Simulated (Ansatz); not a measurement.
Born–Oppenheimer molecular dynamics of C3H10FNSi (16 atoms, charge 0, multiplicity 1). It starts from a relaxed structure.

All numbers below come from RKS PBE0-D4/STO-3G (Ansatz).

| Property | Result |
| --- | --- |
| ensemble | NVT, Nosé–Hoover chain |
| time step | 0.5 fs |
| steps asked | 132 |
| set temperature | 300 K |
| thermostat | time constant 50 fs, chain length 5 |
| seed | 726131 |

First frame:

```xyz
16
Properties=species:S:1:pos:R:3
C 0.152 -1.742 -0.556
C 1.056 -0.513 -0.331
C 0.255 0.796 0.004
N -0.665 1.073 -1.165
F 1.195 1.843 0.156
Si -0.831 0.626 1.579
H -0.632 -1.499 -1.283
H 0.742 -2.585 -0.938
H -0.328 -2.057 0.379
H 1.645 -0.323 -1.243
H 1.771 -0.709 0.482
H -0.024 1.237 -1.989
H -1.055 2.039 -0.988
H -0.014 0.174 2.680
H -1.380 1.923 1.895
H -1.911 -0.305 1.363
```

Q: How far do the bonds stretch over the last three quarters of this one trajectory? (Pairs bonded in most of those frames.)

A: 
```tsv
bond	mean (Å)	spread (Å)	shortest	longest
C1–C2	1.550	0.027	1.51	1.58
C1–H7	1.101	0.026	1.06	1.15
C1–H8	1.097	0.014	1.08	1.12
C1–H9	1.096	0.013	1.08	1.12
C2–C3	1.571	0.016	1.55	1.62
C2–H10	1.104	0.022	1.06	1.15
C2–H11	1.104	0.038	1.05	1.16
C3–N4	1.521	0.030	1.47	1.56
C3–F5	1.418	0.028	1.37	1.46
C3–Si6	1.920	0.023	1.88	1.96
N4–H12	1.061	0.022	1.02	1.10
N4–H13	1.059	0.019	1.03	1.09
Si6–H14	1.446	0.042	1.38	1.51
Si6–H15	1.444	0.016	1.42	1.48
Si6–H16	1.445	0.050	1.37	1.52
```

Mean temperature of the second half: 173 K. The conserved energy stayed within 0.33 meV per atom of its start (net change 0.2 meV per atom), so the integration is sound. The mean temperature of the second half is 42 % below the set value. A run of 0.066 ps of so small a system gives no equilibrium averages. Limits of this set-up: minimal basis.

Run time: 10 min on 1 thread of Intel(R) Xeon(R) Platinum 8259CL CPU @ 2.50GHz (Skylake/Cascade Lake), on a shared host, peak memory 0.14 GiB.
